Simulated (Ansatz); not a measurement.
ClH7N2OSi2 can be A, `N[Si@H](Cl)[Si@@H](N)O`, or B, `N[SiH2]O[SiH](N)Cl`.

Isolated molecules relaxed with PBE0-D4/def2-TZVP in Ansatz; ΔE leaves out vibrations. CCSD(T)/CBS adds triple-zeta CCSD(T) − MP2 to the extrapolated MP2 energy (def2 sets, frozen cores). Functionals use def2-TZVPP. One conformer a species, not always the lowest.

(1) Which is lower in electronic energy at CCSD(T)/CBS, and by how much? (Estimate.)

(2) Give E(B) − E(A) in kJ/mol with CCSD/def2-TZVPP, HF/def2-TZVPP, ωB97M-V, PBE-D4, PBE0-D4, r2SCAN-D4, B2PLYP. (An estimate is asked.)

Largest T1 diagnostic: 0.011.

Answers

(1) The calculation gave: B, by 137.1 kJ/mol.

(2) Computed: CCSD/def2-TZVPP -142.5, HF/def2-TZVPP -164.6, ωB97M-V -138.8, PBE-D4 -106.7, PBE0-D4 -119.0, r2SCAN-D4 -131.4, B2PLYP -138.8. None reverses the order clearly.

In def2-TZVPP, CCSD(T) changes the Hartree–Fock value by +26.1 kJ/mol (the triples alone add +4.0 kJ/mol) and MP2 by +20.9 kJ/mol. From PBE to PBE0 (25 % exact exchange), in def2-TZVPP and without D4, E(B) − E(A) moves by −12.4 kJ/mol.
